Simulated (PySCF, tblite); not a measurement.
## NaCl and 2 × ammonia

A gas-phase complex of NaCl and 2 × ammonia; neutral, singlet. The structure comes from a short search (6 tight-binding starts) and was relaxed by PBE0-D3(BJ)/def2-SVPD; another way of binding may lie lower. No frequency run checks that it is a minimum.

```tsv
part	name	SMILES	atoms	charge	multiplicity
1	NaCl	[Na][Cl]	1–2	0	1
2	ammonia	N	3–6	0	1
3	ammonia	N	7–10	0	1
```

```xyz
10

Na    2.458   -0.537   -0.474
Cl    0.987    0.943    0.954
N     2.238   -2.058    1.354
H     1.626   -2.870    1.367
H     2.958   -2.226    2.051
H     1.681   -1.257    1.682
N     2.646    1.411   -1.847
H     2.049    1.768   -1.089
H     3.465    2.011   -1.891
H     2.137    1.550   -2.715
```
(Å; atoms numbered from 1)

| contact | kind (by geometry) | distance (Å) | angle (°) |
| --- | --- | --- | --- |
| Na1···N3 | ion contact | 2.389 | - |
| Na1···N7 | ion contact | 2.390 | - |

Interaction energies are complex less parts, with the parts frozen as they stand in it; counterpoise-corrected, in kcal/mol (PySCF).

(1) Give the interaction energy at each level run.

(2) What holds them together? Decompose the wB97M-D3(BJ)/def2-TZVPD energy: frozen parts, their antisymmetrised product, then relaxation.

The parts were also relaxed and run alone, at the levels used for the complex: shieldings by PBE0/pcSseg-2; core levels by delta-SCF with SCAN, pcX-2 on the ionised atom and pcseg-1 elsewhere, spin-free X2C (2p3/2 is the spin-free 2p value less a third of a first-order spin-orbit splitting).

Values alone: shielding of Na1 (ppm): 570.3; shielding of N3 (ppm): 262.5; shielding of N7 (ppm): 262.5; Na1 1s core level (eV): 1080.31; Cl2 2p3/2 core level (eV): 202.58; N3 1s core level (eV): 405.54.

(3) What does binding change?

Results:

(1) 
```tsv
level	interaction	superposition error removed
wB97M-D3(BJ)/def2-TZVPD	-35.20	-0.65
PBE0-D3(BJ)/def2-TZVPD	-36.54	-0.64
```

(2) electrostatic -58.5, Pauli repulsion +39.5, orbital relaxation -14.0, dispersion correction -2.8 kcal/mol, which sum to the value before the counterpoise correction; the Pauli term holds the exchange-correlation of the frozen density too. Of the attraction, 78 % is electrostatic, 19 % is orbital relaxation, 4 % is dispersion correction.

(3) 
```tsv
property	alone	in the complex	change
shielding of Na1 (ppm)	570.3	544.9	-25.5
shielding of N3 (ppm)	262.5	248.8	-13.7
shielding of N7 (ppm)	262.5	249.2	-13.3
Na1 1s core level (eV)	1080.31	1078.00	-2.31
Cl2 2p3/2 core level (eV)	202.58	202.31	-0.27
N3 1s core level (eV)	405.54	405.77	+0.22
```
